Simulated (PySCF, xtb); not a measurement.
C₂H₁₀ClNSi₂, SMILES C[Si@H](Cl)[C@H](N)[SiH3].

GFN2-xTB in xtb at its own geometry gives an orbital gap of 4.40 eV and a dipole moment of 1.96 D.

The structure is a stationary point at PBE0-D3(BJ)/def2-SVP. The structure was generated by enumeration; whether it is a known compound was not checked. The values are those of a single conformer.

### Question
What does r2SCAN/def2-TZVP (PySCF) give? (The exact figures need the calculation; the answer reports its results.)

### Answer
gap 5.74 eV (levels -5.68 and 0.06 eV), dipole 2.08 D.
